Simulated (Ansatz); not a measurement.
`[NH2][Al]([NH2])[Cl]` + HCl → `[NH2][Al]([Cl])[Cl]` + NH₃ at 600 K and 1 bar (ligand exchange at the Al–N bond).

Computed with Ansatz on PBE0-D4/def2-TZVP structures; ΔE is electronic, products minus reactants. CCSD(T)/CBS is the MP2 limit (def2-TZVPP, def2-QZVPP) plus CCSD(T) − MP2 in def2-TZVPP, frozen cores. This one scheme is used for every species. One conformer a species, not always the lowest.

```
               species  CCSD(T)/CBS energy (Eh)  H − E (kJ/mol)  S (J/(mol·K))
`[NH2][Al]([NH2])[Cl]`               -813.76750           194.3          408.1
                   HCl               -460.38127            35.4          207.2
 `[NH2][Al]([Cl])[Cl]`              -1217.66844           123.5          389.4
                   NH₃                -56.50880           112.4          219.5
```

H − E and S are ideal-gas, rigid-rotor, harmonic terms from PBE0-D4/def2-TZVP, for one conformer and one mirror image of each species. 1 Eh = 2625.50 kJ/mol, R = 8.31446 J/(mol·K).

Task: By hand: ΔE, ΔH, ΔS and ΔG.

Result: ΔE = (-1217.66844) + (-56.50880) − (-813.76750) − (-460.38127) = -0.02847 Eh = -74.7 kJ/mol. Δ(H − E) = 123.5 + 112.4 − 194.3 − 35.4 = 6.2, so ΔH = -68.5 kJ/mol. ΔS = 389.4 + 219.5 − 408.1 − 207.2 = -6.4 J/(mol·K). ΔG = -68.5 − 600 × (-6.4)/1000 = -64.7 kJ/mol.

Task: By hand: the equilibrium constant, and the temperature at which ΔG would vanish if ΔH and ΔS stayed fixed.

Result: log₁₀ K = −ΔG/(RT ln 10) = 5.6. ΔG = 0 at ΔH/ΔS = 10703 K, far beyond where these terms or the molecules hold.

The number of gas molecules stays the same, so ΔS is small and ΔH decides. A doubt of 5 kJ/mol in ΔE shifts log₁₀ K by 0.4 here. Other conformers and mirror images would add mixing entropy, several J/(mol·K) or more a flexible species. These are equilibria of isolated gas molecules and say nothing of rates. Largest T1 diagnostic: 0.009 (customary marks: 0.02 for closed shells, 0.045 for open ones).
